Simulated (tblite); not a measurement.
Species: H₁₂N₂SSi₅.
Atom-mapped SMILES: `[NH2:1][Si@@H:2]1[S:3][Si@@H:4]([SiH3:5])[Si@H:6]1[NH:7][SiH3:8]` (hydrogens: H9, H10 on N1; H11 on Si2; H12 on Si4; H13, H14, H15 on Si5; H16 on Si6; H17 on N7; H18, H19, H20 on Si8)

Structure used (GFN2-xTB), in Å, numbered top down from 1:
```xyz
20
H12N2SSi5 angstrom
N     -0.189    3.388    0.858
Si    -0.263    1.966   -0.115
S     -2.307    1.217   -0.483
Si    -1.868   -0.758    0.381
Si    -2.245   -2.424   -1.185
Si     0.263    0.017    1.023
N      1.513   -0.918    0.254
Si     3.100   -0.424   -0.236
H     -0.565    4.243    0.477
H     -0.447    3.324    1.830
H      0.210    2.422   -1.417
H     -2.825   -0.842    1.498
H     -1.568   -2.166   -2.459
H     -1.678   -3.671   -0.653
H     -3.650   -2.700   -1.491
H      0.580    0.149    2.466
H      1.415   -1.914    0.369
H      2.930    0.842   -0.944
H      3.600   -1.499   -1.093
H      3.989   -0.240    0.918
```

Level: GFN2-xTB in tblite, geometry and Hessian alike; calculated harmonic values, unscaled, isolated species. Against measured fundamentals such values can be off by several per cent, at times by over 20. Modes of hydrogen on silicon can be 10 to 20 % off. One conformer, not necessarily the lowest.

Harmonic wavenumbers (cm⁻¹): 25.9, 32.5, 32.7, 40.9, 71.9, 78.4, 104.6, 119.3, 152.1, 170.7, 186.8, 220.3, 242.2, 332.4, 341.1, 363.4, 410.5, 415.8, 420.8, 457.7, 471.5, 502.2, 552.8, 557.8, 561.4, 577.0, 578.1, 626.4, 638.4, 671.6, 718.3, 757.9, 773.5, 800.3, 803.3, 815.2, 817.4, 822.9, 889.5, 969.2, 1193.4, 1521.7, 2020.7, 2132.3, 2195.3, 2212.8, 2240.0, 2246.9, 2262.8, 2265.8, 2280.4, 3456.6, 3462.2, 3491.2.

A = 755.4, B = 582.6, C = 371.8 MHz; mass 211.957 u (most abundant isotopes); point group C1, symmetry number 1.

**Question.** What is the zero-point energy?

**Answer.** ½Σν̃ = 25553 cm⁻¹ = 73.06 kcal/mol.

**Question.** Entropy at 200 K, 1 bar (ideal gas, RRHO, classical rotation)?

**Answer.** Translation 40.00, rotation 30.76, vibration 44.08: S = 114.8 cal/(mol K).

**Question.** And Cp and H(200 K) − H(0)?

**Answer.** Cp = 47.22 cal/(mol K), of which vibrations give 39.27 (their classical limit is 54 R = 107.3); H(200 K) − H(0) = 5.90 kcal/mol without the zero-point energy, 4.31 from vibrations.

**Question.** Which modes carry the vibrational entropy at 200 K?

**Answer.** 25.9 cm⁻¹: 5.33; 32.5 cm⁻¹: 4.88; 32.7 cm⁻¹: 4.87; 40.9 cm⁻¹: 4.43; 71.9 cm⁻¹: 3.32; 78.4 cm⁻¹: 3.15 cal/(mol K); the other 48 give 18.11 together.

**Question.** What must be added to the electronic energy to get the Gibbs energy at 200 K and 1 bar?

**Answer.** ZPE + [H(200 K) − H(0)] − T·S = 73.06 + 5.90 − 22.97 = 55.99 kcal/mol.

**Question.** Blend soft modes into free rotors: weight 1/[1 + (100 cm⁻¹/ν̃)⁴] for the oscillator and the rest for a rotor with moment μB/(μ + B), μ = h/(8π²ν), B = 10⁻⁴⁴ kg m². What vibrational entropy results?

**Answer.** 38.20 cal/(mol K) in place of 44.08, which changes −T·S at 200 K by +1.18 kcal/mol.

**Question.** How do the functions run with temperature in this model?

**Answer.** 
| T (K) | S (cal/(mol K)) | Cp (cal/(mol K)) | H − H(0) (kcal/mol) | G − H(0) (kcal/mol) | ln q(vib) |
| --- | --- | --- | --- | --- | --- |
| 150 | 102.5 | 38.7 | 3.74 | -11.63 | 8.57 |
| 250 | 126.2 | 54.8 | 8.45 | -23.10 | 14.00 |
| 298.15 | 136.4 | 60.8 | 11.24 | -29.43 | 16.46 |
| 400 | 155.7 | 70.5 | 17.96 | -44.33 | 21.38 |
| 600 | 186.8 | 82.5 | 33.36 | -78.71 | 30.01 |
| 900 | 222.5 | 93.3 | 59.87 | -140.34 | 40.85 |

q(vib) and H(0) count from the zero-point level.

Hindered rotation and anharmonicity are outside this model. Other conformers, if any are populated, would add a mixing term that is left out. The structure is chiral; the term R ln 2 for an equal mix with its mirror image is left out.

Hardware: one thread of an Arm Neoverse N1, no GPU (shared host). Cost: 2.7 s. This covers the Hessian and the dipole derivatives.
